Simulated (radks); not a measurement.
The numbers below are computed, except where a source is named.
Neutral magnesium inside a hard spherical wall (all orbitals vanish at R), configuration held at [Ne] 3s2 and not refilled when levels cross. Level of theory: non-relativistic Kohn-Sham, LDA (Slater exchange, VWN5 correlation), spin-polarised, spherical densities, point nucleus (a radial shooting solver on a logarithmic mesh with Libxc functionals). Eigenvalues in eV for spin up, with the zero of energy where the potential of the charges vanishes at infinity; a dash marks a level that is unbound or too diffuse for the functional's potential to be trusted. A positive occupied level is held by the wall or, in an anion where self-interaction has pushed it up, behind a barrier. The pressure on the wall is -dE/dV.

| R (bohr) | E (hartree) | kinetic (hartree) | e(1s) | e(2s) | e(2p) | e(3s) | e(3p, empty) | e(4s, empty) | pressure (GPa) |
|---|---|---|---|---|---|---|---|---|---|
| free | -199.13941 | 198.542 | -1251.0 | -79.015 | -46.776 | -4.774 | -1.380 | -0.054 | 0 |
| 15 | -199.13940 | 198.542 | -1251.0 | -79.015 | -46.775 | -4.773 | -1.376 | 0.289 | < 0.0001 |
| 12 | -199.13936 | 198.542 | -1251.0 | -79.008 | -46.768 | -4.769 | -1.348 | 0.793 | 0.000901 |
| 8 | -199.13501 | 198.575 | -1250.7 | -78.697 | -46.459 | -4.544 | -0.845 | 4.019 | 0.176 |
| 6 | -199.10149 | 198.743 | -1249.4 | -77.470 | -45.237 | -3.495 | 0.860 | 11.126 | 2.63 |
| 5 | -199.02885 | 199.021 | -1247.7 | -75.899 | -43.673 | -1.784 | 3.317 | 20.060 | 11.2 |
| 4 | -198.80562 | 199.720 | -1244.5 | -72.997 | -40.788 | 2.563 | 9.024 | 39.327 | 55.8 |
| 3 | -198.01029 | 201.880 | -1237.5 | -67.289 | -35.073 | 15.845 | 24.695 | 88.504 | 389 |
| 2.5 | -196.85006 | 204.905 | -1229.9 | -61.724 | -29.346 | 33.455 | 43.672 | 144.66 | 1300 |
| 2 | -193.88100 | 212.516 | -1213.0 | -50.706 | -17.566 | 74.522 | 84.523 | 259.67 | 5640 |
| 1.5 | -184.36714 | 235.427 | -1169.1 | -22.289 | 13.076 | 188.98 | 189.08 | 540.50 | 35900 |
